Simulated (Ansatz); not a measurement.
**Molecular dynamics of C₃H₆OSSi**

input.yaml

```yaml
crystal:
  periodic: [false, false, false]
  atoms:
    - { symbol: C, position_ang: [1.063832, -1.883609, -1.192676] }
    - { symbol: C, position_ang: [0.759087, -0.766169, -0.540847] }
    - { symbol: O, position_ang: [1.528009, 0.087642, 0.325021] }
    - { symbol: Si, position_ang: [-0.112471, 0.648123, 0.10198] }
    - { symbol: C, position_ang: [-1.242207, 0.540893, 1.578754] }
    - { symbol: S, position_ang: [-0.385265, 2.420227, -1.005919] }
    - { symbol: H, position_ang: [2.056104, -2.336442, -1.135673] }
    - { symbol: H, position_ang: [0.325196, -2.394026, -1.812302] }
    - { symbol: H, position_ang: [-2.292406, 0.529832, 1.270524] }
    - { symbol: H, position_ang: [-1.098345, 1.393177, 2.250243] }
    - { symbol: H, position_ang: [-1.045314, -0.374647, 2.144421] }
    - { symbol: H, position_ang: [0.52088, 2.079898, -1.949625] }
basis:
  gaussian: { orbitals: STO-3G }
hamiltonian:
  xc: cam_b3lyp
md:
  timestep: 0.5
  n_steps: 150
  ensemble: nve
  temperature: 300.0
  initial_velocities: maxwell_boltzmann
  seed: 771455
```

Command:

```bash
$ ansatz run input.yaml --threads 1 --pin off --max-ram 2048MiB --backend cpu --events-out ev --progress --plain --runs-dir out
```

It starts from a relaxed structure.

Output, in part (one step line in 3, the closing report, with atoms numbered from 0):

```
md step     0: t =     0.00 fs  T =   300.0 K  F+E_penalty+E_count = -23685.93040225 eV  E_kin = 0.387780 eV  conserved = -23685.54262225 eV  (24 SCF iters)
md step     3: t =     1.50 fs  T =   238.0 K  F+E_penalty+E_count = -23685.84909056 eV  E_kin = 0.307648 eV  conserved = -23685.54144246 eV  (30 SCF iters)
md step     6: t =     3.00 fs  T =   155.1 K  F+E_penalty+E_count = -23685.74097187 eV  E_kin = 0.200484 eV  conserved = -23685.54048806 eV  (30 SCF iters)
md step     9: t =     4.50 fs  T =   143.5 K  F+E_penalty+E_count = -23685.72664087 eV  E_kin = 0.185457 eV  conserved = -23685.54118415 eV  (30 SCF iters)
md step    12: t =     6.00 fs  T =   150.9 K  F+E_penalty+E_count = -23685.73643958 eV  E_kin = 0.195099 eV  conserved = -23685.54134066 eV  (30 SCF iters)
md step    15: t =     7.50 fs  T =   159.8 K  F+E_penalty+E_count = -23685.74756434 eV  E_kin = 0.206525 eV  conserved = -23685.54103979 eV  (29 SCF iters)
md step    18: t =     9.00 fs  T =   185.9 K  F+E_penalty+E_count = -23685.78198829 eV  E_kin = 0.240275 eV  conserved = -23685.54171321 eV  (29 SCF iters)
md step    21: t =    10.50 fs  T =   174.6 K  F+E_penalty+E_count = -23685.76730800 eV  E_kin = 0.225726 eV  conserved = -23685.54158175 eV  (29 SCF iters)
md step    24: t =    12.00 fs  T =   138.2 K  F+E_penalty+E_count = -23685.71942630 eV  E_kin = 0.178683 eV  conserved = -23685.54074310 eV  (22 SCF iters)
md step    27: t =    13.50 fs  T =   146.8 K  F+E_penalty+E_count = -23685.73081123 eV  E_kin = 0.189764 eV  conserved = -23685.54104696 eV  (30 SCF iters)
md step    30: t =    15.00 fs  T =   181.4 K  F+E_penalty+E_count = -23685.77581186 eV  E_kin = 0.234506 eV  conserved = -23685.54130622 eV  (30 SCF iters)
md step    33: t =    16.50 fs  T =   213.5 K  F+E_penalty+E_count = -23685.81748240 eV  E_kin = 0.276020 eV  conserved = -23685.54146222 eV  (30 SCF iters)
md step    36: t =    18.00 fs  T =   220.7 K  F+E_penalty+E_count = -23685.82713757 eV  E_kin = 0.285251 eV  conserved = -23685.54188697 eV  (30 SCF iters)
md step    39: t =    19.50 fs  T =   175.2 K  F+E_penalty+E_count = -23685.76764407 eV  E_kin = 0.226483 eV  conserved = -23685.54116109 eV  (30 SCF iters)
md step    42: t =    21.00 fs  T =   140.2 K  F+E_penalty+E_count = -23685.72198506 eV  E_kin = 0.181215 eV  conserved = -23685.54076961 eV  (31 SCF iters)
md step    45: t =    22.50 fs  T =   150.5 K  F+E_penalty+E_count = -23685.73598250 eV  E_kin = 0.194528 eV  conserved = -23685.54145468 eV  (31 SCF iters)
md step    48: t =    24.00 fs  T =   149.3 K  F+E_penalty+E_count = -23685.73432158 eV  E_kin = 0.192929 eV  conserved = -23685.54139305 eV  (30 SCF iters)
md step    51: t =    25.50 fs  T =   138.9 K  F+E_penalty+E_count = -23685.72033803 eV  E_kin = 0.179486 eV  conserved = -23685.54085166 eV  (25 SCF iters)
md step    54: t =    27.00 fs  T =   158.4 K  F+E_penalty+E_count = -23685.74630558 eV  E_kin = 0.204793 eV  conserved = -23685.54151284 eV  (30 SCF iters)
md step    57: t =    28.50 fs  T =   154.2 K  F+E_penalty+E_count = -23685.74098746 eV  E_kin = 0.199353 eV  conserved = -23685.54163448 eV  (31 SCF iters)
md step    60: t =    30.00 fs  T =   123.3 K  F+E_penalty+E_count = -23685.69981537 eV  E_kin = 0.159314 eV  conserved = -23685.54050152 eV  (23 SCF iters)
md step    63: t =    31.50 fs  T =   155.6 K  F+E_penalty+E_count = -23685.74222369 eV  E_kin = 0.201076 eV  conserved = -23685.54114781 eV  (30 SCF iters)
md step    66: t =    33.00 fs  T =   198.9 K  F+E_penalty+E_count = -23685.79910901 eV  E_kin = 0.257108 eV  conserved = -23685.54200057 eV  (31 SCF iters)
md step    69: t =    34.50 fs  T =   177.3 K  F+E_penalty+E_count = -23685.77049398 eV  E_kin = 0.229207 eV  conserved = -23685.54128692 eV  (30 SCF iters)
md step    72: t =    36.00 fs  T =   145.4 K  F+E_penalty+E_count = -23685.72900904 eV  E_kin = 0.187937 eV  conserved = -23685.54107249 eV  (30 SCF iters)
md step    75: t =    37.50 fs  T =   129.3 K  F+E_penalty+E_count = -23685.70844455 eV  E_kin = 0.167105 eV  conserved = -23685.54133928 eV  (30 SCF iters)
md step    78: t =    39.00 fs  T =   113.9 K  F+E_penalty+E_count = -23685.68819191 eV  E_kin = 0.147238 eV  conserved = -23685.54095407 eV  (30 SCF iters)
md step    81: t =    40.50 fs  T =   130.7 K  F+E_penalty+E_count = -23685.70992397 eV  E_kin = 0.168922 eV  conserved = -23685.54100222 eV  (30 SCF iters)
md step    84: t =    42.00 fs  T =   173.4 K  F+E_penalty+E_count = -23685.76585166 eV  E_kin = 0.224196 eV  conserved = -23685.54165520 eV  (29 SCF iters)
md step    87: t =    43.50 fs  T =   183.1 K  F+E_penalty+E_count = -23685.77824644 eV  E_kin = 0.236621 eV  conserved = -23685.54162589 eV  (30 SCF iters)
md step    90: t =    45.00 fs  T =   156.2 K  F+E_penalty+E_count = -23685.74315011 eV  E_kin = 0.201929 eV  conserved = -23685.54122128 eV  (30 SCF iters)
md step    93: t =    46.50 fs  T =   128.6 K  F+E_penalty+E_count = -23685.70730679 eV  E_kin = 0.166265 eV  conserved = -23685.54104206 eV  (30 SCF iters)
md step    96: t =    48.00 fs  T =   124.5 K  F+E_penalty+E_count = -23685.70175706 eV  E_kin = 0.160973 eV  conserved = -23685.54078364 eV  (30 SCF iters)
md step    99: t =    49.50 fs  T =   159.8 K  F+E_penalty+E_count = -23685.74805574 eV  E_kin = 0.206600 eV  conserved = -23685.54145549 eV  (31 SCF iters)
md step   102: t =    51.00 fs  T =   172.8 K  F+E_penalty+E_count = -23685.76526799 eV  E_kin = 0.223329 eV  conserved = -23685.54193910 eV  (31 SCF iters)
md step   105: t =    52.50 fs  T =   127.3 K  F+E_penalty+E_count = -23685.70554787 eV  E_kin = 0.164534 eV  conserved = -23685.54101427 eV  (31 SCF iters)
md step   108: t =    54.00 fs  T =    99.2 K  F+E_penalty+E_count = -23685.66924298 eV  E_kin = 0.128193 eV  conserved = -23685.54104953 eV  (32 SCF iters)
md step   111: t =    55.50 fs  T =    92.7 K  F+E_penalty+E_count = -23685.66129263 eV  E_kin = 0.119846 eV  conserved = -23685.54144658 eV  (32 SCF iters)
md step   114: t =    57.00 fs  T =    79.5 K  F+E_penalty+E_count = -23685.64352647 eV  E_kin = 0.102799 eV  conserved = -23685.54072755 eV  (22 SCF iters)
md step   117: t =    58.50 fs  T =   117.4 K  F+E_penalty+E_count = -23685.69257086 eV  E_kin = 0.151731 eV  conserved = -23685.54084028 eV  (24 SCF iters)
md step   120: t =    60.00 fs  T =   187.2 K  F+E_penalty+E_count = -23685.78419921 eV  E_kin = 0.241979 eV  conserved = -23685.54222003 eV  (31 SCF iters)
md step   123: t =    61.50 fs  T =   172.8 K  F+E_penalty+E_count = -23685.76506669 eV  E_kin = 0.223395 eV  conserved = -23685.54167123 eV  (30 SCF iters)
md step   126: t =    63.00 fs  T =   121.9 K  F+E_penalty+E_count = -23685.69801187 eV  E_kin = 0.157563 eV  conserved = -23685.54044919 eV  (31 SCF iters)
md step   129: t =    64.50 fs  T =   138.7 K  F+E_penalty+E_count = -23685.72064596 eV  E_kin = 0.179348 eV  conserved = -23685.54129816 eV  (30 SCF iters)
md step   132: t =    66.00 fs  T =   159.9 K  F+E_penalty+E_count = -23685.74836734 eV  E_kin = 0.206737 eV  conserved = -23685.54163054 eV  (30 SCF iters)
md step   135: t =    67.50 fs  T =   153.3 K  F+E_penalty+E_count = -23685.73907663 eV  E_kin = 0.198129 eV  conserved = -23685.54094801 eV  (30 SCF iters)
md step   138: t =    69.00 fs  T =   165.3 K  F+E_penalty+E_count = -23685.75528679 eV  E_kin = 0.213664 eV  conserved = -23685.54162305 eV  (31 SCF iters)
md step   141: t =    70.50 fs  T =   145.5 K  F+E_penalty+E_count = -23685.72978212 eV  E_kin = 0.188044 eV  conserved = -23685.54173764 eV  (31 SCF iters)
md step   144: t =    72.00 fs  T =    87.3 K  F+E_penalty+E_count = -23685.65365956 eV  E_kin = 0.112901 eV  conserved = -23685.54075807 eV  (30 SCF iters)
md step   147: t =    73.50 fs  T =    79.0 K  F+E_penalty+E_count = -23685.64277070 eV  E_kin = 0.102100 eV  conserved = -23685.54067086 eV  (22 SCF iters)
md step   150: t =    75.00 fs  T =   132.6 K  F+E_penalty+E_count = -23685.71281202 eV  E_kin = 0.171430 eV  conserved = -23685.54138170 eV  (25 SCF iters)
Total energy: -23685.71291917 eV, -870.4338950266 hartree
Atom 0 at     1.095747    -1.734678    -1.316281 Å, force     0.971839    -1.912623    -1.273727 eV/Å
Atom 1 at     0.752999    -0.756584    -0.540110 Å, force    -0.848171     2.716450     2.059868 eV/Å
Atom 2 at     1.483119     0.095051     0.378321 Å, force     1.295704    -0.495431    -0.028310 eV/Å
Atom 3 at    -0.117212     0.649433     0.179118 Å, force    -1.058468    -0.069694    -0.788529 eV/Å
Atom 4 at    -1.256667     0.590464     1.652718 Å, force     0.095433    -0.561274    -0.492487 eV/Å
Atom 5 at    -0.364222     2.330095    -1.075327 Å, force    -0.842225     0.411976     1.012076 eV/Å
Atom 6 at     2.109635    -2.149725    -1.412318 Å, force    -0.250447     0.157972     0.225948 eV/Å
Atom 7 at     0.337734    -2.207918    -1.923847 Å, force    -0.258959    -0.267452    -0.414563 eV/Å
Atom 8 at    -2.103628     1.273162     1.583299 Å, force     0.198031     0.423423     0.052880 eV/Å
Atom 9 at    -0.654078     0.773162     2.543766 Å, force    -0.324357     0.065402     0.309979 eV/Å
Atom 10 at    -1.697288    -0.408846     1.700808 Å, force     0.151633    -0.134931     0.305452 eV/Å
Atom 11 at     0.513597     1.851059    -1.929071 Å, force     0.869986    -0.333817    -0.968584 eV/Å
Dipole moment:    -0.329209     0.123157     0.106848 e Å
```

The run went to its last step. The conserved energy stayed within 0.18 meV per atom of its start (net change 0.1 meV per atom), so the integration is sound. The temperature averaged 0.45 of the 300 K drawn at the start: a run that starts near a minimum puts about half its kinetic energy into the potential. A run of 0.075 ps of so small a system gives no equilibrium averages. Limits of this set-up: minimal basis.

The same pairs are bonded in the first frame and the last. Pairs count as bonded within 1.25 times the sum of covalent radii (0.12 Å more for H–H).

Last frame:

```xyz
12
Properties=species:S:1:pos:R:3
C 1.096 -1.735 -1.316
C 0.753 -0.757 -0.540
O 1.483 0.095 0.378
Si -0.117 0.649 0.179
C -1.257 0.591 1.653
S -0.364 2.330 -1.075
H 2.110 -2.150 -1.412
H 0.338 -2.208 -1.924
H -2.104 1.273 1.583
H -0.654 0.773 2.544
H -1.697 -0.409 1.701
H 0.514 1.851 -1.929
```

Time of the run: 7.4 min on 1 thread of Arm Neoverse V2, on a shared host, peak memory 0.13 GiB.
